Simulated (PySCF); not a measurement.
System (SMILES): [C]=C=[C] (closed-shell singlet).
Geometry (B3LYP-D3(BJ)/def2-TZVP, fixed):
```xyz
3

C      0.0000     0.0000    -1.2873
C      0.0000     0.0000     0.0000
C      0.0000     0.0000     1.2873
```

Basis-set convergence of the mean static polarisability at PBE with PySCF. All functions are spherical. Density fitting with generated auxiliary sets. No added dispersion term, no relativity. Reference: the value in d-aug-cc-pVTZ, 34.00 bohr³. Deviations are taken from unrounded values.

```
basis          functions
-------------  ---------
STO-3G                15
3-21G                 27
6-31G                 27
6-31G**               42
6-311G**              54
def2-SVPD             60
d-aug-cc-pVDZ         96
def2-TZVPPD          111
d-aug-cc-pVTZ        186
def2-QZVPPD          189
```

Q: Which is the smallest set listed that can be trusted to 1 % here, that is, within that of the reference together with its larger relatives (same family, alike in diffuse functions; a set with none to test it counts only in the reference's own line)?

A: The smallest set listed that lies within 1 % of the reference with all its larger relatives (same family, alike in diffuse functions; a set with none counts only in the reference's own line) is d-aug-cc-pVDZ (96 functions, -0.2 % off). Value minus reference over the reference: STO-3G -58.6, 3-21G -30.3, 6-31G -26.3, 6-31G** -26.0, 6-311G** -18.9, def2-SVPD -4.0, d-aug-cc-pVDZ -0.2, def2-TZVPPD -0.6, d-aug-cc-pVTZ 0.0, def2-QZVPPD -0.2 %.
